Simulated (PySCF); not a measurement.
A GIAO shielding run with PySCF (density fitting, non-relativistic, gas phase) on `InChI=1S/C7H5P/c8-6-7-4-2-1-3-5-7/h1-5H`:

```
$ OMP_NUM_THREADS=1 python probes_run.py task.json out

{"job": {"kind": "nmr", "xc": "PBE0", "basis": "pcSseg-1"}, "charge": 0, "multiplicity": 1}
P      3.947753     0.560218    -0.227370
C      2.406995     0.343105    -0.140006
C      1.022570     0.146251    -0.060318
C      0.155418     1.241179     0.039847
C     -1.207303     1.039544     0.117827
C     -1.726991    -0.245818     0.095497
C     -0.875336    -1.335785    -0.002335
C      0.489528    -1.148465    -0.077999
H      0.566811     2.240175     0.055395
H     -1.869788     1.889217     0.197297
H     -2.794180    -0.398051     0.154277
H     -1.278978    -2.337685    -0.018633
H      1.159113    -1.993399    -0.151205
```

Hardware: 1 thread of an Intel Xeon Platinum 8488C, shared host. The job also computes population analyses, field gradients, ring-centre shieldings.

(1) How large is the calculation?

(2) How long does it take, and how much memory does it need?

Answers

(1) 62 electrons, 168 basis functions and 888 auxiliary functions.

(2) 22 s of wall time, with 14 SCF cycles and 5 response iterations; peak memory 0.75 GiB. Times on a shared host scatter by some tens of per cent.
